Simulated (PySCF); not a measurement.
Excited states of Zr⁴⁺ (zirconium, charge +4)

Ground state [Kr], ¹S. Computed with PySCF 2.14 in aug-cc-pVQZ-PP with ECP28MDF, with scalar relativity through the core potential. Vertical excitation energies in eV without spin-orbit coupling; excited terms of each kind are numbered among those the solver found. Frozen: nothing.

| term | leading excitation | EOM-EE-CCSD |
| --- | --- | --- |
| 1 3P° | 4p → d | 30.369 |
| 1 3F° | 4p → d | 31.489 |
| 1 1D° | 4p → d | 33.202 |
| 1 3D° | 4p → d | 33.393 |
| 1 1F° | 4p → d | 33.605 |
| 1 1P° | 4p → s | 41.017 |
| 1 3S | 4p → p | 46.096 |
| 1 3D | 4p → p | 47.144 |
| 1 1D | 4p → p | 47.503 |
| 1 1P | 4p → p | 47.744 |
| 1 3P | 4p → p | 47.812 |
| 1 1S | 4p → p | 49.217 |
| 1 3G | 4p → f | 56.921 |
| 1 1G | 4p → f | 57.196 |

The spin-orbit splitting of the hole, absent here, rivals or exceeds the spacing of these terms, so the LS terms are model states.

The solver can miss terms.
